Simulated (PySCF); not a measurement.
Compound: C2H6AlN.
Numbering: `[CH:1]#[C:2][AlH2-:3][NH3+:4]`

Geometry (PBE0-D3(BJ)/def2-SVP, Å), atoms numbered from 1 in this order:
```xyz
10
C2H6AlN angstrom
C      2.5688   -0.4342   -0.1315
C      1.5117    0.1371    0.0957
Al    -0.2019    1.0030    0.4318
N     -1.3713   -0.5390   -0.2760
H      3.5076   -0.9223   -0.3265
H     -0.6817    1.0668    1.9569
H     -0.6172    2.1775   -0.5724
H     -2.3740   -0.3565   -0.2152
H     -1.1470   -0.7281   -1.2544
H     -1.1774   -1.3951    0.2465
```

A calculation gives these core lines: C 1s: 289.30 (area 1), 289.71 (area 1) eV; N 1s: 407.84 eV; Al 1s: 1565.86 eV.

Method: delta-SCF UKS SCAN, pcX-2 on the ionised atom, pcseg-1 elsewhere, spin-free X2C (PySCF 2.14.0). Geometry: PBE0-D3(BJ)/def2-SVP; no solvent, vibrations or thermal averaging.

Problem. Order the carbon atoms by C 1s binding energy.

Solution. 289.30 eV: C2 (alkyne carbon); 289.71 eV: C1 (terminal alkyne carbon). Lowest listed C 1s: C2, bonded to C (triple bond) and Al. Highest, 0.41 eV above it: C1, bonded to C (triple bond) and H.

Bonded neighbours of each site: C1: C (triple bond) and H; C2: C (triple bond) and Al; Al3: N, C and 2 H; N4: 3 H and Al.

Problem. Express the binding energy of Al 1s of Al3 in atomic units and per mole.

Solution. 1565.86 eV = 57.5443 Eh = 151083 kJ/mol.

The unrestricted hole states depart most from a pure doublet (⟨S²⟩ = 0.75; over 0.85 named) for C 1s of C1 (0.85) and C 1s of C2 (0.87), which makes these values less certain.
